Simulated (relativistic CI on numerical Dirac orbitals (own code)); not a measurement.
**Cu³⁺ (3d8) in a crystal field**

Calculated by Dirac-Coulomb-Breit CI, KLI orbitals optimised for each configuration, model QED (radiative potential, 1s self-energy scaled to tabulated hydrogen-like ionisation energies), valence Slater integrals scaled by 0.85, one configuration in a parametric crystal field (own radial code).

Field parameters in Wybourne normalisation: D4h B²₀ = −7Ds, B⁴₀ = 21(Dq − Dt), B⁴₄ = 21√(5/14) Dq. The field is a parameter set, without covalency.

S and J are read from ⟨S²⟩ = S(S + 1) and ⟨J²⟩ = J(J + 1) of each level; they are not fictitious spins.

D4h, 10Dq = 24800, Ds = -1500, Dt = 60 cm⁻¹, the lowest 10 levels:

```json
{"E (cm⁻¹)": "0.0", "Degeneracy": "1", "Irrep": "B2", "S": "1.00", "J": "3.35"}
{"E (cm⁻¹)": "0.8", "Degeneracy": "2", "Irrep": "E", "S": "1.00", "J": "3.35"}
{"E (cm⁻¹)": "17207", "Degeneracy": "1", "Irrep": "A1", "S": "0.06", "J": "2.92"}
{"E (cm⁻¹)": "18954", "Degeneracy": "1", "Irrep": "B1", "S": "0.06", "J": "2.82"}
{"E (cm⁻¹)": "23571", "Degeneracy": "1", "Irrep": "B1", "S": "0.99", "J": "3.50"}
{"E (cm⁻¹)": "23654", "Degeneracy": "2", "Irrep": "E", "S": "1.00", "J": "3.39"}
{"E (cm⁻¹)": "23750", "Degeneracy": "1", "Irrep": "B2", "S": "1.00", "J": "3.21"}
{"E (cm⁻¹)": "23791", "Degeneracy": "1", "Irrep": "A2", "S": "1.00", "J": "3.28"}
{"E (cm⁻¹)": "23894", "Degeneracy": "1", "Irrep": "A1", "S": "0.98", "J": "3.39"}
{"E (cm⁻¹)": "24954", "Degeneracy": "2", "Irrep": "E", "S": "1.00", "J": "3.15"}
```

D4h, 10Dq = 24800, Ds = -1090, Dt = 60 cm⁻¹, the lowest 16 levels:

```tsv
E (cm⁻¹)	Degeneracy	Irrep	S	J
0.0	1	B2	1.00	3.35
0.7	2	E	1.00	3.35
18025	1	A1	0.07	2.89
18956	1	B1	0.06	2.83
23926	1	B1	0.99	3.51
23931	2	E	1.00	3.42
23991	1	A2	1.00	3.35
24102	1	A1	0.98	3.45
24110	1	B2	1.00	3.19
24959	2	E	1.00	3.15
25099	1	B1	0.99	3.11
33760	1	A1	0.69	3.25
34473	1	A2	1.00	2.90
34827	2	E	1.00	2.62
35189	1	B2	1.00	2.31
35307	1	B1	0.99	2.23
```

D4h, 10Dq = 24800, Ds = -680, Dt = 60 cm⁻¹, the lowest 10 levels:

```csv
E (cm⁻¹),Degeneracy,Irrep,S,J
0.0,1,B2,1.00,3.35
0.6,2,E,1.00,3.35
18612,1,A1,0.07,2.86
18957,1,B1,0.06,2.83
24089,1,A2,1.00,3.40
24110,2,E,1.00,3.42
24183,1,B1,0.99,3.50
24204,1,A1,0.98,3.49
24363,1,B2,1.00,3.17
24956,2,E,1.00,3.15
```

The free-ion ground term has S = 1. Every field shown keeps that spin.

Levels of this model without a field, named by their leading LS term: 3F_4 0, 3F_3 1808, 3F_2 3001, 1D_2 16738, 3P_2 20413, 3P_1 20875, 3P_0 21200, 1G_4 25912 cm⁻¹.
